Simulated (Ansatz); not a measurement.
Isolated molecules relaxed with PBE0-D4/def2-TZVP in Ansatz; ΔE leaves out vibrations. CCSD(T)/CBS adds triple-zeta CCSD(T) − MP2 to the extrapolated MP2 energy (def2 sets, frozen cores). DFT in def2-TZVPP. Elements past krypton have def2 core potentials. For Ge, Sn outer-core shells are correlated without core-valence functions, which leaves a few kJ/mol of doubt a bond. Scalar relativity is left out up to krypton. One conformer a species, not always the lowest.

Consider the substitution at a C–Sn bond: `C[O][Sn]([F])([O]C)[C](C)(C)C` + `[OH][Ge][F]` → `CC(C)(C)[O][Ge][F]` + `C[O][SnH]([F])[O]C`.

CCSD(T)/CBS gives +14.2 kcal/mol.

(1) Another level gave +12.8 kcal/mol. Which?
A. SCS-MP2/def2-TZVPP
B. MP2/def2-TZVPP
C. r2SCAN/def2-TZVPP
D. PBE0-D4/def2-TZVPP

Largest T1 diagnostic among the species: 0.015.

Answers

(1) D. PBE0-D4 12.8, SCS-MP2/def2-TZVPP 13.9, MP2/def2-TZVPP 15.9, r2SCAN 11.4 kcal/mol.

The D4 term adds +0.9 kcal/mol with B3LYP and +0.7 kcal/mol with PBE0; it sums over pairs of atoms, weighted by their polarisabilities, and B3LYP, whose exchange is more repulsive, gets the larger term. In def2-TZVPP, CCSD(T) changes the Hartree–Fock value by +6.3 kcal/mol (the triples alone add +0.6 kcal/mol) and MP2 by +9.1 kcal/mol.

B3LYP here is the variant with VWN-RPA as its local correlation; programs differ in this.
